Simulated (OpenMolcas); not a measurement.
**5s2 5p along the 49-electron sequence**

```json
{"Program": "OpenMolcas 26.06", "Method": "CASSCF", "Basis": "ANO-RCC-VTZP", "Scalar Hamiltonian": "DKH2, point nucleus", "Spin-orbit coupling": "RASSI with atomic mean-field integrals over the reference wave functions, term energies averaged over their components"}
```

Active space for each ion: 3 electrons in 8 orbitals (5s 5p 6s 6p).

Computed levels in cm-1 above 2P* 1/2:

```csv
Level,Sb2+,Te3+,I4+,Xe5+
2P* 3/2,5855,7928,10792,13558
weight of 2P* in the lowest level (%),100,100,100,100
```

Measured, with the error of the calculation in %. Measured levels: Sb2+, Te3+ from Moore, Atomic Energy Levels, vol. III, NSRDS-NBS 35 (1971 reprint of NBS Circular 467, 1958); Xe5+ from Saloman, J. Phys. Chem. Ref. Data 33, 765 (2004).

| Level | Sb2+ | Te3+ | Xe5+ |
| --- | --- | --- | --- |
| 2P* 3/2 | 6576 (-11.0) | 9223 (-14.0) | 15599 (-13.1) |

The fine-structure level 2P* 3/2 changes by a factor of 2.32 from Sb2+ to Xe5+. Its fourth root runs 8.75, 9.44, 10.19, 10.79, with steps per unit of Z of 0.69, 0.76, 0.60; equal steps would mean a (Z - σ)^4 law with constant σ.

The run also gave levels led by 5s2 6p, which use shells meant for correlation; these and all levels above them are left out (holds for Sb2+). Active for correlation alone: 6p 6s; no level in the range computed is led by a configuration that fills them, so any true level of that kind is missing (holds for Te3+; I4+; Xe5+). Measured partners are found by configuration, term and J. A level has none where our copy of the source lacks it or the pairing is in doubt (some pairs that miss far off the trend of their configuration count as doubtful), and it then counts in no deviation. Only configurations of the active space appear.

* marks odd parity.
